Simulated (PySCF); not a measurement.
Isomers of C6H7F3O2, from PySCF, PBE0-D3(BJ)/def2-SVP geometry optimisation, gas phase. One conformer each, no zero-point energy, no frequencies.

Question: Which is lower in electronic energy at this level?
A. `[CH3:1][O:2]/[C:3]([CH:4]=[O:5])=[C:6](\[CH3:7])[C:8]([F:9])([F:10])[F:11]` with C1–O2–C3–C4 -37°, O2–C3–C4–O5 -5°: A = 1818, B = 773.6, C = 609.7 MHz, dipole 2.48 D
B. `C12([C@H](OC2)C(F)(F)F)COC1`: A = 1886, B = 909.7, C = 760.3 MHz, dipole 1.66 D

Answer: A. That is `CO/C(C=O)=C(\C)C(F)(F)F`, 18.0 kcal/mol below the other.

```json
{"SMILES": "CO/C(C=O)=C(\\C)C(F)(F)F", "mapped SMILES": "[CH3:1][O:2]/[C:3]([CH:4]=[O:5])=[C:6](\\[CH3:7])[C:8]([F:9])([F:10])[F:11]", "E (Eh)": "-681.58410", "relative (kcal/mol)": "0.0", "relative (kJ/mol)": "0.0", "dipole (D)": "2.48"}
{"SMILES": "FC(F)(F)[C@H]1OCC12COC2", "mapped SMILES": "[F:1][C:2]([F:3])([F:4])[C@H:5]1[O:6][CH2:7][C:8]12[CH2:9][O:10][CH2:11]2", "E (Eh)": "-681.55538", "relative (kcal/mol)": "18.0", "relative (kJ/mol)": "75.4", "dipole (D)": "1.66"}
```

As drawn, the lower has a C=O bond and a C=C bond outside aromatic rings, which the higher lacks; the higher has a four-membered ring and a quaternary carbon, which the lower lacks.
